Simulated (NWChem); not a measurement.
System: GeO cation, doublet; SMILES of the neutral closed-shell parent [O]=[Ge]

The following NWChem deck was run.

```
start job
memory heap 200 mb stack 900 mb global 1100 mb
charge 1
geometry units angstroms noautosym nocenter noautoz
  Ge     0.000000     0.000000     0.347806
  O      0.000000     0.000000    -1.314341
end
basis spherical
  Ge library def2-svpd
  O library def2-svpd
end
dft
  odft
  mult 2
  xc bhlyp
  iterations 150
end
tddft
  cis
  nroots 8
end
task tddft energy
```

Parts of the log:

```
             Northwest Computational Chemistry Package (NWChem) 7.3.0
             --------------------------------------------------------

                             Geometry "geometry" -> ""
                             -------------------------

 Output coordinates in angstroms (scale by  1.889725989 to convert to a.u.)

  No.       Tag          Charge          X              Y              Z
 ---- ---------------- ---------- -------------- -------------- --------------
    1 Ge                  32.0000     0.00000000     0.00000000     0.34780600
    2 O                    8.0000     0.00000000     0.00000000    -1.31434100

 Effective nuclear repulsion energy (a.u.)      81.5026443172

                                 NWChem DFT Module
                                 -----------------

 Summary of "ao basis" -> "ao basis" (spherical)
 ------------------------------------------------------------------------------
       Tag                 Description            Shells   Functions and Types
 ---------------- ------------------------------  ------  ---------------------
 Ge                        def2-svpd                14       38   6s4p4d
 O                         def2-svpd                 9       23   4s3p2d

            General Information
            -------------------
          SCF calculation type: DFT
          Wavefunction type:  spin polarized.
          No. of atoms     :     2
          No. of electrons :    39
           Alpha electrons :    20
            Beta electrons :    19
          Charge           :     1
          Spin multiplicity:     2
          Use of symmetry is: off; symmetry adaption is: off
          Maximum number of iterations: 150
          AO basis - number of functions:    61
                     number of shells:    23
          Convergence on energy requested:  1.00D-06
          Convergence on density requested:  1.00D-05
          Convergence on gradient requested:  5.00D-04

              XC Information
              --------------
                        BHLYP Method XC Functional
                     Hartree-Fock (Exact) Exchange  0.500
                        Slater Exchange Functional  0.500 local
                    Becke 1988 Exchange Functional  0.500 non-local
              Lee-Yang-Parr Correlation Functional  1.000

             Grid Information
             ----------------
          Grid used for XC integration:  medium
          Radial quadrature: Mura-Knowles
          Angular quadrature: Lebedev.
          Tag              B.-S. Rad. Rad. Pts. Rad. Cut. Ang. Pts.
          ---              ---------- --------- --------- ---------
          Ge                  1.25      112           9.0       590
          O                   0.60       49          10.0       434
          Grid pruning is: on
          Number of quadrature shells:   161
          Spatial weights used:  Erf1

      Superposition of Atomic Density Guess
      -------------------------------------

 Sum of atomic energies:       -2149.73793050

 Renormalizing density from      40.00 to     39

      Non-variational initial energy
      ------------------------------

 Total energy =   -2116.537942
 1-e energy   =   -3081.122609
 2-e energy   =     883.082022
 HOMO         =      -0.786739
 LUMO         =      -0.420414

   convergence    iter        energy       DeltaE   RMS-Dens  Diis-err
 ---------------- ----- ----------------- --------- --------- ---------
 d= 0,ls=0.0,diis     1  -2151.0076411266 -2.23D+03  2.26D-02  1.97D+00
                                                     2.08D-02  2.01D+00
 d= 0,ls=0.0,diis     2  -2150.2824439072  7.25D-01  1.69D-02  3.23D+00
                                                     1.80D-02  2.88D+00
 d= 0,ls=0.0,diis     3  -2151.1500966224 -8.68D-01  6.48D-03  6.42D-01
                                                     9.70D-03  7.06D-01
 d= 0,ls=0.0,diis     4  -2151.4395528326 -2.89D-01  1.20D-03  1.18D-03
                                                     2.48D-03  2.26D-03
 d= 0,ls=0.0,diis     5  -2151.4436990714 -4.15D-03  1.02D-03  1.88D-03
                                                     1.19D-03  7.40D-04
  Resetting Diis
 d= 0,ls=0.0,diis     6  -2151.4457489205 -2.05D-03  7.65D-04  2.22D-04
                                                     1.09D-03  1.07D-04
 d= 0,ls=0.0,diis     7  -2151.4464351693 -6.86D-04  1.10D-04  1.35D-05
                                                     1.52D-04  2.09D-05
 d= 0,ls=0.0,diis     8  -2151.4464780586 -4.29D-05  1.04D-04  1.68D-05
                                                     5.16D-05  2.11D-06
 d= 0,ls=0.0,diis     9  -2151.4464931407 -1.51D-05  7.95D-05  2.48D-06
                                                     1.31D-04  1.55D-05
 d= 0,ls=0.0,diis    10  -2151.4465081353 -1.50D-05  2.96D-05  9.94D-07
                                                     2.56D-05  4.06D-07
 d= 0,ls=0.0,diis    11  -2151.4465093503 -1.21D-06  1.50D-05  1.26D-07
                                                     1.65D-05  1.05D-07
 d= 0,ls=0.0,diis    12  -2151.4465096649 -3.15D-07  5.31D-06  1.55D-08
                                                     5.33D-06  1.90D-08

         Total DFT energy =    -2151.446509664858
      One electron energy =    -3146.812861057945
           Coulomb energy =     1001.127319448966
    Exchange-Corr. energy =      -87.263612373093
 Nuclear repulsion energy =       81.502644317213

 Numeric. integr. density =       38.999997334160

                    DFT Final Alpha Molecular Orbital Analysis
                    ------------------------------------------

 Vector   18  Occ=1.000000D+00  E=-7.113208D-01
              MO Center=  6.8D-07,  7.8D-07,  2.8D-01, r^2= 2.1D+00
   Bfn.  Coefficient  Atom+Function         Bfn.  Coefficient  Atom+Function
  ----- ------------  ---------------      ----- ------------  ---------------
     4      0.683196  1 Ge s                 45     -0.396793  2 O  pz
     3     -0.362113  1 Ge s                 15      0.341519  1 Ge pz
    48     -0.241849  2 O  pz                 5      0.220770  1 Ge s
    12     -0.189197  1 Ge pz                18      0.133632  1 Ge pz
     2      0.073898  1 Ge s                 21      0.062570  1 Ge d  0

[...]

                                NWChem TDDFT Module
                                -------------------

            General Information
            -------------------
           No. of orbitals :     122
            Alpha orbitals :      61
             Beta orbitals :      61
        Alpha frozen cores :       0
         Beta frozen cores :       0
     Alpha frozen virtuals :       0
      Beta frozen virtuals :       0
         Spin multiplicity :       2
    Number of AO functions :      61
        Use of symmetry is : off
      Symmetry adaption is : off
         Schwarz screening :  0.10D-07

              XC Information
              --------------
                 BHLYP Method XC Functional
              Hartree-Fock (Exact) Exchange   0.50
                 Slater Exchange Functional   0.50 local
             Becke 1988 Exchange Functional   0.50 non-local
       Lee-Yang-Parr Correlation Functional   1.00

             TDDFT Information
             -----------------
          Calculation type : Tamm-Dancoff TDDFT
         Wavefunction type : Unrestricted
          No. of electrons :      39
           Alpha electrons :      20
            Beta electrons :      19
              No. of roots :       8
          Max subspacesize :    5600
            Max iterations :     100
               Target root :       1
           Target symmetry : none
      Symmetry restriction : off
                 Algorithm : Optimal
        Davidson threshold :  0.10D-03

    8 smallest eigenvalue differences (eV)
--------------------------------------------------------
  No. Spin  Occ  Vir  Irrep   E(Occ)    E(Vir)   E(Diff)
--------------------------------------------------------
    1    2   19   20 a        -0.679    -0.440     6.523
    2    2   18   20 a        -0.679    -0.440     6.523
    3    2   17   20 a        -0.775    -0.440     9.125
    4    2   19   21 a        -0.679    -0.316     9.887
    5    2   18   21 a        -0.679    -0.316     9.887
    6    2   19   22 a        -0.679    -0.316     9.887
    7    2   18   22 a        -0.679    -0.316     9.887
    8    1   20   21 a        -0.710    -0.326    10.471
--------------------------------------------------------

  Entering Davidson iterations
  Unrestricted

  Iter   NTrls   NConv    DeltaV     DeltaE      Time
  ----  ------  ------  ---------  ---------  ---------
    1      8       0     0.29E+00   0.10+100        3.1
    2     16       0     0.74E-01   0.12E+00        3.2
    3     24       0     0.16E-01   0.67E-02        3.8
    4     32       1     0.11E-01   0.28E-03        3.9
    5     39       3     0.12E-02   0.10E-03        3.2
    6     44       6     0.12E-03   0.78E-06        2.7
    7     46       8     0.48E-04   0.87E-08        2.3
  ----  ------  ------  ---------  ---------  ---------
  Convergence criterion met

  Ground state a       -2151.446509664858 a.u.
  <S2> =   0.7710

  ----------------------------------------------------------------------------
  Root   1         a             -0.003672452 a.u.               -0.0999 eV
  <S2> =   0.7709
  ----------------------------------------------------------------------------
     Transition Moments    X -0.12278   Y  0.13618   Z -0.00000
     Dipole Oscillator Strength                   -0.0000823104
     Electric Quadrupole                          -0.0000000000
     Magnetic Dipole                              -0.0000000125
     Total Oscillator Strength                    -0.0000823229

     Occ.   18 beta  a   ---  Virt.   20 beta  a        0.98220
     Occ.   18 beta  a   ---  Virt.   23 beta  a        0.12513
     Occ.   18 beta  a   ---  Virt.   24 beta  a        0.07100
     Occ.   18 beta  a   ---  Virt.   32 beta  a        0.08563
  ----------------------------------------------------------------------------
  Root   2         a             -0.003672451 a.u.               -0.0999 eV
  <S2> =   0.7709
  ----------------------------------------------------------------------------
     Transition Moments    X  0.13618   Y  0.12278   Z -0.00000
     Dipole Oscillator Strength                   -0.0000823104
     Electric Quadrupole                          -0.0000000000
     Magnetic Dipole                              -0.0000000125
     Total Oscillator Strength                    -0.0000823229

     Occ.   19 beta  a   ---  Virt.   20 beta  a        0.98220
     Occ.   19 beta  a   ---  Virt.   23 beta  a        0.12513
     Occ.   19 beta  a   ---  Virt.   24 beta  a        0.07100
     Occ.   19 beta  a   ---  Virt.   32 beta  a        0.08563
  ----------------------------------------------------------------------------
  Root   3         a              0.184625100 a.u.                5.0239 eV
  <S2> =   0.7967
  ----------------------------------------------------------------------------
     Transition Moments    X  0.00000   Y  0.00000   Z  0.75000
     Dipole Oscillator Strength                    0.0692352100
     Electric Quadrupole                           0.0000000003
     Magnetic Dipole                               0.0000000000
     Total Oscillator Strength                     0.0692352104

     Occ.   18 alpha a   ---  Virt.   23 alpha a        0.12577
     Occ.   19 alpha a   ---  Virt.   21 alpha a        0.18183
     Occ.   20 alpha a   ---  Virt.   22 alpha a        0.18183
     Occ.   17 beta  a   ---  Virt.   20 beta  a        0.91673
     Occ.   18 beta  a   ---  Virt.   22 beta  a        0.18246
     Occ.   19 beta  a   ---  Virt.   21 beta  a        0.18246
  ----------------------------------------------------------------------------
  Root   4         a              0.195851545 a.u.                5.3294 eV
  <S2> =   2.7537
  ----------------------------------------------------------------------------
     Transition Moments    X -0.00000   Y -0.00000   Z -0.17419
     Dipole Oscillator Strength                    0.0039615707
     Electric Quadrupole                           0.0000000033
     Magnetic Dipole                               0.0000000000
     Total Oscillator Strength                     0.0039615739

     Occ.   19 alpha a   ---  Virt.   21 alpha a       -0.47107
     Occ.   19 alpha a   ---  Virt.   27 alpha a        0.05067
     Occ.   19 alpha a   ---  Virt.   28 alpha a       -0.05024
     Occ.   20 alpha a   ---  Virt.   22 alpha a       -0.47107
     Occ.   20 alpha a   ---  Virt.   27 alpha a       -0.05024
     Occ.   20 alpha a   ---  Virt.   28 alpha a       -0.05067
     Occ.   18 beta  a   ---  Virt.   22 beta  a        0.51283
     Occ.   19 beta  a   ---  Virt.   21 beta  a        0.51283
  ----------------------------------------------------------------------------
  Root   5         a              0.201448004 a.u.                5.4817 eV
  <S2> =   2.4057
  ----------------------------------------------------------------------------
     Transition Moments    X  0.00000   Y  0.00000   Z -0.00000
     Dipole Oscillator Strength                    0.0000000000
     Electric Quadrupole                           0.0000000051
     Magnetic Dipole                               0.0000000000
     Total Oscillator Strength                     0.0000000051

     Occ.   19 alpha a   ---  Virt.   21 alpha a        0.23772
     Occ.   20 alpha a   ---  Virt.   22 alpha a       -0.23772
     Occ.   18 beta  a   ---  Virt.   21 beta  a       -0.07331
     Occ.   18 beta  a   ---  Virt.   22 beta  a        0.65395
     Occ.   18 beta  a   ---  Virt.   28 beta  a       -0.06048
     Occ.   19 beta  a   ---  Virt.   21 beta  a       -0.65395
     Occ.   19 beta  a   ---  Virt.   22 beta  a       -0.07331
     Occ.   19 beta  a   ---  Virt.   27 beta  a        0.06048
  ----------------------------------------------------------------------------
  Root   6         a              0.201448705 a.u.                5.4817 eV
  <S2> =   2.4057
  ----------------------------------------------------------------------------
     Transition Moments    X -0.00000   Y -0.00000   Z -0.00000
     Dipole Oscillator Strength                    0.0000000000
     Electric Quadrupole                           0.0000000051
     Magnetic Dipole                               0.0000000000
     Total Oscillator Strength                     0.0000000051

     Occ.   19 alpha a   ---  Virt.   22 alpha a       -0.23773
     Occ.   20 alpha a   ---  Virt.   21 alpha a       -0.23773
     Occ.   18 beta  a   ---  Virt.   21 beta  a       -0.65395
     Occ.   18 beta  a   ---  Virt.   22 beta  a       -0.07331
     Occ.   18 beta  a   ---  Virt.   27 beta  a        0.06048
     Occ.   19 beta  a   ---  Virt.   21 beta  a        0.07331
     Occ.   19 beta  a   ---  Virt.   22 beta  a       -0.65395
     Occ.   19 beta  a   ---  Virt.   28 beta  a        0.06048
  ----------------------------------------------------------------------------
  Root   7         a              0.210147640 a.u.                5.7184 eV
  <S2> =   1.7642
  ----------------------------------------------------------------------------
     Transition Moments    X -0.00000   Y  0.00000   Z  0.00000
     Dipole Oscillator Strength                    0.0000000000
     Electric Quadrupole                           0.0000000000
     Magnetic Dipole                               0.0000000000
     Total Oscillator Strength                     0.0000000000

[...]
```

Level: BHandHLYP/def2-SVPD, spin-unrestricted, TDA. The geometry was optimised at PBE-D3(BJ)/def2-SVP, spin-unrestricted. The spin multiplicity was typed, not searched, and may not be the lowest. No stability test was run on the SCF state.
